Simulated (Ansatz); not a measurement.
Coupled-cluster diagnostics for Mg3O3⁺, Ansatz.

Geometry of the doublet (r2SCAN-D4/def2-SVP):

| atom | x (Å) | y (Å) | z (Å) |
| --- | --- | --- | --- |
| Mg1 | 3.440 | -0.494 | 1.705 |
| Mg2 | -2.882 | 0.419 | -1.425 |
| Mg3 | 0.249 | -0.037 | 0.121 |
| O4 | 1.859 | -0.268 | 0.916 |
| O5 | -1.679 | 0.257 | 0.063 |
| O6 | -0.986 | 0.123 | -1.381 |

Correlated methods freeze 6 core orbitals; core or outer-core shells of Mg are correlated, in sets that lack core-valence functions. In CCSD on the charge 1 doublet the largest single amplitude is 0.16, so its Hartree–Fock determinant may place the open shell otherwise than the density functionals do. Another isomer (doublet) lies 0.70 eV lower at PBE0-D4/def2-TZVP; other spin states weren't run for this one.

(1) Estimate the CCSD(T) correlation energy, the shares of MP2 and (T), T1 and the reference's ⟨S²⟩ for: charge 1, doublet, own geometry in def2-SVP; and the rough time on 4 threads of AMD EPYC 7B13 on a shared host.

Answers

(1) 
| state | basis | correlation (eV) | MP2 share (%) | (T) share (%) | T1 | ⟨S²⟩ (pure) | wall time | remarks |
| --- | --- | --- | --- | --- | --- | --- | --- | --- |
| charge 1, doublet, own geometry | def2-SVP | -18.070 | 91.7 | 3.2 | 0.041 | 1.09 (0.75) | 36 s | spin-contaminated (⟨S²⟩ 1.09) |
Customary marks for T1 are 0.02 (closed shells), 0.045 (open shells) and about 0.05 (3d metals). T1 exceeds 0.02 in 1 of 1 rows and 0.045 in 0; the higher it lies, the less the single-reference result can be trusted.
